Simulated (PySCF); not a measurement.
Relaxation of quintet MoBr₂

Computed with UB3LYP in PySCF with Mo def2-TZVP with ECP28, Br def2-TZVP; scalar-relativistic core potentials, no spin–orbit coupling; density-fitted integrals. A (50,194) grid was used.

A hand-made bent start, of C2v symmetry, held to at least that symmetry:

Coordinates in bohr (charge 0 multiplicity 5):
```
Mo    0.0000    0.0000   -1.6857
Br    3.9010    0.0000    1.0457
Br   -3.9010    0.0000    1.0457
```

Optimiser trace:
| step | E − E(last) (kJ/mol) | largest gradient (Eh/bohr) |
| --- | --- | --- |
| 0 | 18.94 | 0.02822 |
| 1 | 7.58 | 0.01411 |
| 2 | 2.99 | 0.00378 |
| 3 | 1.71 | 0.00318 |
| 4 | 0.06 | 0.00174 |
| 5 | -0.01 | 0.00056 |
| 6 | 0.00 | 0.00004 |

It ends at C2v with Mo–Br 2.430 Å (×2); Br–Mo–Br 132.4° (after a last refinement on a finer grid). A frequency run shows a minimum. Other isomers or separated fragments may lie lower.

With open d or f shells other occupations or spin states may lie lower.

The relaxation took 40 s on 4 threads of a shared Arm Neoverse V1 host, with 136 basis functions and 7 gradients; the process peaked at 0.75 GiB. Launch command: `OMP_NUM_THREADS=4 python axn.py task.json out`.
